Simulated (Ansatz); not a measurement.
A trace of molecular dynamics of BH4N2Si (8 atoms, charge 1, multiplicity 1).

Level of theory: Ansatz, UKS PBE0/6-31G.

* ensemble: NVE (velocity Verlet)
* starting velocities drawn for: 300 K
* seed: 10075

| time (fs) | T (K) | potential energy less start (eV) | conserved less start (meV/atom) |
| --- | --- | --- | --- |
| 0.0 | 300 | 0.000 | 0.00 |
| 2.5 | 249 | 0.041 | 0.15 |
| 5.0 | 396 | -0.074 | 0.15 |
| 7.5 | 973 | -0.519 | 0.32 |
| 10.0 | 2422 | -1.649 | -0.40 |
| 12.5 | 3519 | -2.496 | 0.09 |
| 15.0 | 3657 | -2.610 | -0.71 |
| 17.5 | 2373 | -1.606 | 0.22 |
| 20.0 | 2784 | -1.928 | -0.23 |
| 22.5 | 2856 | -1.989 | -0.81 |
| 25.0 | 2219 | -1.495 | -0.90 |
| 27.5 | 1320 | -0.790 | 0.17 |
| 30.0 | 1336 | -0.802 | 0.22 |
| 32.5 | 2669 | -1.841 | -0.49 |
| 35.0 | 2386 | -1.613 | 0.63 |
| 37.5 | 3786 | -2.720 | -1.96 |
| 40.0 | 3001 | -2.095 | -0.06 |
| 42.5 | 2821 | -1.956 | -0.12 |
| 45.0 | 3181 | -2.245 | -1.32 |
| 47.5 | 2643 | -1.815 | 0.20 |
| 50.0 | 2704 | -1.869 | -0.61 |
| 52.5 | 1052 | -0.580 | 0.38 |
| 55.0 | 1985 | -1.310 | -0.33 |
| 57.5 | 2545 | -1.727 | 1.83 |
| 60.0 | 3736 | -2.676 | -1.45 |

Task: Can this run be trusted? Judge the integration.

Result: The conserved energy stayed within 3.4 meV per atom of its start (net change -0.12 meV per atom), so there is no drift, though single steps change it by up to 24 meV in the whole system, a sign of fast motions only just resolved. The system heated up, since it started high on the potential surface and ran downhill. A run of 0.061 ps of so small a system gives no equilibrium averages. Limits of this set-up: no polarisation functions, the dipole of an ion depends on the origin. The time step was 0.5 fs.

Run time: 10 min on 1 thread of Arm Neoverse N1, with other jobs on the host, peak memory 0.17 GiB.
